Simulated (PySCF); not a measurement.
Working with the constants of CaCl

UHF-CCSD(T) constants of CaCl, ²Σ⁺ (doublet), unpaired electrons σ ↑ (Ca aug-pcseg-1, Cl aug-pcseg-1; no relativity (PySCF 2.14); masses 39.9626 and 34.9689 u):

```
ωe              : 336.7 cm⁻¹
ωexe            : 1.23 cm⁻¹
Be              : 0.14083 cm⁻¹
αe              : 0.000757 cm⁻¹
D (centrifugal) : 9.85e-08 cm⁻¹
De to Ca + Cl   : 3.92 eV
```

Give the vibrational terms G(v) and spacings up to v = 3.

G(v) = ωe(v+½) − ωexe(v+½)².

```json
{"v": "0", "G(v) (cm⁻¹)": "168", "G(v) − G(v−1)": "", "Bv (cm⁻¹)": "0.1405"}
{"v": "1", "G(v) (cm⁻¹)": "502", "G(v) − G(v−1)": "334", "Bv (cm⁻¹)": "0.1397"}
{"v": "2", "G(v) (cm⁻¹)": "834", "G(v) − G(v−1)": "332", "Bv (cm⁻¹)": "0.1389"}
{"v": "3", "G(v) (cm⁻¹)": "1163", "G(v) − G(v−1)": "329", "Bv (cm⁻¹)": "0.1382"}
```

How well does the Morse estimate ωe²/(4ωexe) reproduce De, and what is D0?

It gives 2.86 eV, 73 % of the computed De. D0 = De − G(0) = 3.92 − 0.02 = 3.90 eV.

Correlated steps freeze 10 core orbitals. Correlated levels converge slowly with the basis: in double zeta they bind strong bonds too weakly, by up to about 1 eV, and carry superposition errors of some tenths. The state is the lowest determinant that a PBE0 search found; another state may lie lower at other levels.
